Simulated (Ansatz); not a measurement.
C2H3Al2Cl (`C#[C][Al]([AlH2])[Cl]`). The species carries charge 0 and has multiplicity 1.

```tsv
atom	x (Å)	y (Å)	z (Å)
C1	-1.7451	-2.1509	0.5729
C2	-0.7680	-1.5102	0.2536
Al3	0.6999	-0.3960	-0.2257
Al4	0.6626	2.1921	-0.2215
Cl5	2.4502	-1.4234	-0.7909
H6	-2.6009	-2.7233	0.8524
H7	1.9539	3.0245	-0.6279
H8	-0.6526	2.9872	0.1871
```

(1) Give the diagnostics of a CCSD(T)/def2-TZVPP run (frozen core, Ansatz). (Best estimate.)

Results:

(1) Ansatz gave: T1 = 0.0119, largest single amplitude 0.016, largest double 0.052, (T) share of the correlation energy 4.5 %, 10 CCSD cycles. The RHF solution is stable towards an unrestricted one. T1 lies under the customary mark of 0.02 for closed shells.
